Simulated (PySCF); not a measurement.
**A small calculation by hand: oscillator strength and radiative lifetime**

C4H5FO, SMILES C1(F)=C(C)OC1.

Geometry: r2SCAN-D4/def2-SVP.

TDA-PBE/def2-SVPD (PySCF) puts the first singlet state with f over 0.02 at 6.19 eV (vertical), with the transition dipole (0.127, -0.879, 0.000) in atomic units.

### Question
Find the oscillator strength, the wavelength and the radiative lifetime that this transition would have in vacuum if emission retraced absorption.

### Answer

|μ|² = 0.7888 au, so |μ| = 2.26 D. ΔE = 6.19/27.211 = 0.2275 hartree. f = (2/3) ΔE |μ|² = 0.120 (the program prints 0.120).
λ = 1239.84/6.19 = 200 nm; ν = 49926 cm⁻¹.
Einstein's coefficient A = 0.6670 ν² f s⁻¹ (ν in cm⁻¹) = 2.0e8 s⁻¹, so τ = 1/A = 5.0 ns. This state is S4; the lower singlets have f = 0.001, 0.004, 0.000. The figure is the radiative limit of this one transition; relaxation, internal conversion, crossing to triplets and a medium change what is measured.
